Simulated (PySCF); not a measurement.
Cl₂OTi, SMILES [O]=[Ti]([Cl])[Cl] (connectivity only; charge and spin as stated), charge -1, multiplicity 2. Atoms are numbered in the order given.

```xyz
4

Ti     0.0000     0.0000    -0.3746
Cl     0.0000     2.0838     0.7165
Cl     0.0000    -2.0838     0.7165
O      0.0000     0.0000    -2.0150
```
Charge -1, spin multiplicity 2.

Coordinates come from a r2SCAN-D4/def2-SVPD optimisation. The multiplicity is an assumed one; other spin states were not compared. The isomer is the one that the SMILES or the coordinates give; other isomers of the formula were not compared.

Calculation: PBE0/def2-TZVPD run with PySCF.

Mulliken values depend strongly on the basis, most of all with diffuse functions as here. ESP charges are fitted to the potential on shells at 1.4 to 2.0 van der Waals radii. Atomic charges (e):

| atom | Mulliken | ESP fit | meta-Löwdin | Mulliken spin |
|---|---|---|---|---|
| Ti1 | 1.07 | 0.69 | 1.02 | 1.13 |
| Cl2 | -0.61 | -0.52 | -0.66 | -0.02 |
| Cl3 | -0.61 | -0.52 | -0.66 | -0.02 |
| O4 | -0.85 | -0.65 | -0.70 | -0.09 |
